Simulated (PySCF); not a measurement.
Worked example: oscillator strength and radiative lifetime

C2H7AlFN, SMILES C[N](C)[AlH][F].

Geometry: PBE-D3(BJ)/def2-SVP. One conformer was computed; it need not be the lowest.

PySCF with TDA-ωB97X/def2-SVPD puts the first singlet state with f over 0.02 at 6.02 eV (vertical), with the transition dipole (0.468, 0.940, 0.000) in atomic units.

Q: Find the oscillator strength, the wavelength and the radiative lifetime that this transition would have in vacuum if emission retraced absorption.

A: 
|μ|² = 1.1026 au, so |μ| = 2.67 D. ΔE = 6.02/27.211 = 0.2212 hartree. f = (2/3) ΔE |μ|² = 0.163 (the program prints 0.163).
λ = 1239.84/6.02 = 206 nm; ν = 48555 cm⁻¹.
Einstein's coefficient A = 0.6670 ν² f s⁻¹ (ν in cm⁻¹) = 2.6e8 s⁻¹, so τ = 1/A = 3.9 ns. This state is S2; the lower singlet has f = 0.020. The figure is the radiative limit of this one transition; relaxation, internal conversion, crossing to triplets and a medium change what is measured.
